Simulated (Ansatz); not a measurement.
Si3S4⁻. The state is a doublet with charge -1. Geometry PBE-D4/def2-SVPD, basis def2-TZVPD, Ansatz.

Cartesian coordinates in Å:
```
Si -0.613 0.332 -1.110
Si 2.435 -1.293 -0.120
Si -0.531 0.276 1.166
S -1.810 0.952 2.563
S -1.991 1.068 -2.376
S 1.191 -0.627 -1.814
S 1.320 -0.707 1.691
```

| run | HOMO (eV) | LUMO (eV) |
| --- | --- | --- |
| A | -1.62 | 0.29 |
| B | -0.90 | -0.36 |
| C | -1.38 | 0.14 |
| D | -0.96 | -0.62 |
| E | -3.28 | 3.13 |
| F | -1.13 | -0.24 |

B3LYP takes the VWN-RPA correlation. Another isomer (doublet) lies 0.64 eV lower at PBE0-D4/def2-TZVPD; other spin states weren't run for this one.

HOMO and LUMO are taken over both spins.

Q: The runs used B3LYP, HF, LDA (SPW92), PBE, PBE0, r2SCAN. Estimate which is which.

A: A PBE0 (25 % exact exchange); B PBE (0 % exact exchange); C B3LYP (20 % exact exchange); D LDA (SPW92) (0 % exact exchange); E HF (100 % exact exchange); F r2SCAN (0 % exact exchange). Exact exchange lowers occupied and raises empty levels; among semilocal functionals meta-GGAs tend to open the gap a little, and such runs are hard to tell apart. The gap grows from 0.34 eV (LDA (SPW92)) to 6.41 eV (HF).
